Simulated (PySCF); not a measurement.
B3LYP has the VWN-RPA correlation part, as in Gaussian. 

```xyz
7

C     -1.5057    -0.1371     0.1542
C     -0.2128    -0.0189     0.0218
Si     1.4556     0.1326    -0.1489
H     -1.9628    -0.5080     1.0702
H     -2.1966     0.1289    -0.6442
H      2.1502     1.3739     0.2174
H      2.2721    -0.9713    -0.6705
```

Charge 0, multiplicity 1.

**Question.** Give the Mulliken and meta-Löwdin atomic charges from B3LYP-D3(BJ)/def2-TZVP (PySCF).

**Answer.** 
```csv
atom,Mulliken (e),meta-Löwdin (e)
C1,-0.24,-0.21
C2,-0.11,-0.31
Si3,0.11,0.39
H4,0.13,0.13
H5,0.13,0.13
H6,-0.01,-0.07
H7,-0.01,-0.07
```
